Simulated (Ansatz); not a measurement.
A structure relaxed at B3LYP-D4/def2-TZVP in Ansatz, charge 0, singlet:

```xyz
3

Co   -1.305   -1.454   -0.553
Co    1.307    1.472    0.497
Si   -0.002   -0.018    0.056
```

Question: Give its formula.

Answer: the cluster Co₂Si.

Question: Summarise the bond lengths by kind (pairs closer than 1.2 times the sum of covalent radii, bridged metal pairs left out).

Answer: 2 × Co–Si 2.03 Å.

The relaxation made no stability test and no search for a lower SCF solution. No other spin state of charge 0 was run. Another isomer (quintet) lies 4.94 eV lower at PBE0-D4/def2-TZVP; other spin states weren't run for this one.
